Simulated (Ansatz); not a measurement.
Job for Ansatz (an electronic-structure program): U-CCSD(T)/cc-pV(T+d)Z on H7Si3 (SMILES [SiH3][SiH][SiH3]), 2S+1 = 2, atoms moved off the minimum. Files ending in .json are basis or fitting sets from the Basis Set Exchange.

Ansatz 0.2 input:
```yaml
crystal:
  periodic: [false, false, false]
  atoms:
    - {symbol: Si, position_ang: [1.91301063, 0.16668936, 0.41679463]}
    - {symbol: Si, position_ang: [0.03790566, 0.02088049, -0.79342215]}
    - {symbol: Si, position_ang: [-1.90897233, -0.03558530, 0.40954480]}
    - {symbol: H, position_ang: [2.40015256, -1.18618025, 1.28752397]}
    - {symbol: H, position_ang: [1.89218133, 1.05672612, 1.48765387]}
    - {symbol: H, position_ang: [3.09022178, 0.42697091, -0.55291287]}
    - {symbol: H, position_ang: [0.08255709, -0.94867339, -2.02193607]}
    - {symbol: H, position_ang: [-2.13682042, -1.36834460, 1.00775019]}
    - {symbol: H, position_ang: [-3.14957880, 0.14156239, -0.55292166]}
    - {symbol: H, position_ang: [-1.84278302, 1.03760206, 1.38839763]}
basis:
  gaussian:
    orbitals: cc-pV_T+d_Z.json
magnetization: {spin_polarized: true, initial_magnetization: 1}
correlation: {method: ccsd_t, electrons: outside_noble_gas}
scf: {omitted_lower_state_checks: [cluster_reference]}
output: {forces: true}
```

**Question.** Give the final energy of this run.

**Answer.** -871.2945 hartree (reference determinant -870.8478, T1 diagnostic 0.016).

**Question.** How many basis functions does it have, and what does it roughly cost on one machine?

**Answer.** 215 functions; about 70 core-minutes (a rough figure).
